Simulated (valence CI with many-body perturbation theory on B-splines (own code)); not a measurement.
Results of a calculation; reference values are marked as such.
## Sensitivity of CI+MBPT for Pm28+

Method: valence CI with perturbative core correlation (CI+MBPT): five valence electrons over a frozen Dirac-Fock core [Ar] 3d10, radial functions for each j: 6 s, 6 p, 5 d, 3 f, 1 g, with the one-electron correlation potential Σ1, the two-electron term Σ2, the three-electron term Σ3, Breit, model QED; selected CI, second order for the rest, scaled by the run's own slope (own B-spline code, finite nucleus).

The last digits are not significant, and no measured levels were compared; by estimate large intervals hold to a few tenths of a per cent, small ones and those within an open d or f shell to about a per cent. Among the levels kept, up to 400 cm⁻¹ of a level comes from second order outside the variational space, and about a tenth of that is noise between levels of different J, which matters for small intervals.

The reference run has the lowest level (4s^2 4p1/2^2 4p3/2) J=3/2 and an ionisation energy of 1041.09 eV. Its largest variational space holds 10000 state functions.

Levels are named by their leading jj configuration (3d3/2^4 stands for four electrons in 3d with j = 3/2), which in mixed levels can hold well under half, so a name can repeat and another be missing. Letters in brackets count levels of one name in rising energy.

Changed runs:
A. scale of Σ1 1 → 0; scale of Σ2 1 → 0; three-electron term on → off
B. scale of Σ2 1 → 0.5; highest l with Σ1, explicit Σ2 and valence Breit (higher l get mean screening factors) 3 → 1
C. selection threshold (hartree) 2e-08 → 1e-06
D. size limit of the variational space 10000 → 300; second order for the rest on → off (bad on purpose)

Excitation energies of the reference run in cm⁻¹, and shifts in cm⁻¹:

```
                             Level  Reference      A       B         C      D
        (4s^2 4p1/2 4p3/2^2) J=3/2     231906  -2507    -531      -0.1   +130
        (4s^2 4p1/2 4p3/2^2) J=5/2     264298  -1916    -252         0   +641
        (4s^2 4p1/2 4p3/2^2) J=1/2     305273  -1074     -56      +0.5  -1086
              (4s^2 4p3/2^3) J=3/2     541843  -3659    -620      +0.4   -179
        (4s 4p1/2^2 4p3/2^2) J=5/2     757255  -3288   -1487      +0.5  +1766
        (4s 4p1/2^2 4p3/2^2) J=3/2     828735   -804   -4529      +0.3  +1205
        (4s 4p1/2^2 4p3/2^2) J=1/2     851171   -872    -212      -0.3   -202
        (4s^2 4p1/2^2 4d3/2) J=3/2     907114  +1899   -7242      +0.4  +1343
        (4s^2 4p1/2^2 4d5/2) J=5/2     970606  +2558  -11507      +0.7  +1948
      (4s 4p1/2 4p3/2^3) J=3/2 [a]    1015830  -4448   -2530      +0.3  +1208
          (4s 4p1/2 4p3/2^3) J=5/2    1055040  -3961   -3007      +0.1  +2235
(4s^2 4p1/2 4p3/2 4d3/2) J=1/2 [a]    1084870  -1737   -7720      +0.4    -75
            Ionisation energy (eV)    1041.09  -1.24   -0.07  +0.00015  -0.38
```
